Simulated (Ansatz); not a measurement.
Molecule: C2H10O2Si2 (charge 0, singlet). SMILES: O([SiH3])CCO[SiH3]
Coordinates optimised at B3LYP-D3(BJ)/def2-TZVP (Ansatz, a program for electronic structure):
```xyz
16

Si    -3.2425     0.1209     0.6596
O     -1.6979    -0.4115     0.4507
C     -0.6273     0.4240     0.0388
C      0.6273    -0.4240    -0.0388
O      1.6979     0.4115    -0.4507
Si     3.2425    -0.1209    -0.6596
H     -3.2970     1.1862     1.6923
H     -3.7836     0.6764    -0.6065
H     -4.0313    -1.0510     1.0865
H     -0.4715     1.2404     0.7522
H     -0.8305     0.8644    -0.9434
H      0.8305    -0.8644     0.9434
H      0.4715    -1.2404    -0.7522
H      3.7836    -0.6764     0.6065
H      4.0313     1.0510    -1.0865
H      3.2970    -1.1862    -1.6923
```
Charge 0, spin multiplicity 1.

Parts of the frozen-core correlation energy in STO-3G (Ansatz, hartree). Frozen orbitals: 14; correlated occupied orbitals by spin: 19 and 19; virtual: 15 and 15. No spin-orbit coupling. Non-relativistic.

| term | value |
|---|---|
| reference (HF) | -799.55129 |
| MP2 opposite-spin | ? |
| MP2 same-spin | ? |
| CCSD correlation | -0.33052 |
| (T) | ? |
| T1 diagnostic | 0.009 |
| largest doubles amplitude | 0.028 |

Q: What belongs in the gaps?

A: 
- MP2 opposite-spin, value: -0.22070
- MP2 same-spin, value: -0.02895
- (T), value: -0.00520
